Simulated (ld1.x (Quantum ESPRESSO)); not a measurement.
Logarithmic derivatives: Si (Z = 14), TM

* Element: Si
* Generator: ld1.x (Quantum ESPRESSO) 7.5
* Type: norm-conserving Troullier–Martins (Kleinman–Bylander form)
* Functional: PBEsol
* Relativity: scalar-relativistic
* Frozen core: [Ne]
* Valence charge: 4
* Reference configuration: 3s1.5 3p2.5
* Partial waves: 3p (bound): rc 1.85 bohr; 3d channel at 0.45 Ry: rc 1.60 bohr; 3s (bound): rc 1.85 bohr
* Local potential: the s channel
* Core correction: none

The phase is arctan(r·u′/u) with u = r·R(r), unwrapped; energies in Ry, scanned from -3 to 5 Ry. A pole is an energy at which the radial function vanishes at the test radius. The pseudo phase is shifted by a multiple of π to meet the all-electron one at the reference energy, and phase errors are pseudo minus all-electron; the curves can meet again beyond the range given. Levels narrower than the energy grid can be missing from the lists of poles.

Question: For each channel, where are the poles, and over which energies does the pseudopotential scatter like the atom?

Answer:

```csv
channel,radius (bohr),reference energy (Ry),"poles, all-electron","poles, pseudo",unbroken range about the reference energy with phases within 0.05 rad,phase error 1 Ry above the reference energy (rad)
s,2.00,-0.82,2.06,1.90,below 3.7,-0.005
p,2.00,-0.32,3.02,2.69,below 3.6,-0.012
d,2.00,0.45,3.62,3.71,the whole range,+0.004
```

Phases in the d channel:

```json
{"E (Ry)": "-3.00", "all-electron": "1.291", "pseudo": "1.291"}
{"E (Ry)": "-2.76", "all-electron": "1.280", "pseudo": "1.281"}
{"E (Ry)": "-2.52", "all-electron": "1.268", "pseudo": "1.269"}
{"E (Ry)": "-2.28", "all-electron": "1.255", "pseudo": "1.255"}
{"E (Ry)": "-2.04", "all-electron": "1.240", "pseudo": "1.240"}
{"E (Ry)": "-1.80", "all-electron": "1.222", "pseudo": "1.222"}
{"E (Ry)": "-1.56", "all-electron": "1.201", "pseudo": "1.202"}
{"E (Ry)": "-1.32", "all-electron": "1.177", "pseudo": "1.178"}
{"E (Ry)": "-1.08", "all-electron": "1.148", "pseudo": "1.149"}
{"E (Ry)": "-0.84", "all-electron": "1.113", "pseudo": "1.113"}
{"E (Ry)": "-0.60", "all-electron": "1.069", "pseudo": "1.069"}
{"E (Ry)": "-0.36", "all-electron": "1.013", "pseudo": "1.013"}
{"E (Ry)": "-0.12", "all-electron": "0.938", "pseudo": "0.938"}
{"E (Ry)": "0.12", "all-electron": "0.835", "pseudo": "0.835"}
{"E (Ry)": "0.36", "all-electron": "0.688", "pseudo": "0.688"}
{"E (Ry)": "0.60", "all-electron": "0.471", "pseudo": "0.471"}
{"E (Ry)": "0.84", "all-electron": "0.158", "pseudo": "0.159"}
{"E (Ry)": "1.08", "all-electron": "-0.234", "pseudo": "-0.232"}
{"E (Ry)": "1.32", "all-electron": "-0.608", "pseudo": "-0.605"}
{"E (Ry)": "1.56", "all-electron": "-0.891", "pseudo": "-0.886"}
{"E (Ry)": "1.80", "all-electron": "-1.084", "pseudo": "-1.079"}
{"E (Ry)": "2.04", "all-electron": "-1.217", "pseudo": "-1.212"}
{"E (Ry)": "2.28", "all-electron": "-1.312", "pseudo": "-1.306"}
{"E (Ry)": "2.52", "all-electron": "-1.383", "pseudo": "-1.377"}
{"E (Ry)": "2.76", "all-electron": "-1.438", "pseudo": "-1.431"}
{"E (Ry)": "3.00", "all-electron": "-1.483", "pseudo": "-1.476"}
{"E (Ry)": "3.24", "all-electron": "-1.521", "pseudo": "-1.512"}
{"E (Ry)": "3.48", "all-electron": "-1.554", "pseudo": "-1.544"}
{"E (Ry)": "3.72", "all-electron": "-1.583", "pseudo": "-1.572"}
{"E (Ry)": "3.96", "all-electron": "-1.610", "pseudo": "-1.597"}
{"E (Ry)": "4.20", "all-electron": "-1.635", "pseudo": "-1.621"}
{"E (Ry)": "4.44", "all-electron": "-1.660", "pseudo": "-1.643"}
{"E (Ry)": "4.68", "all-electron": "-1.685", "pseudo": "-1.665"}
{"E (Ry)": "4.92", "all-electron": "-1.711", "pseudo": "-1.686"}
```
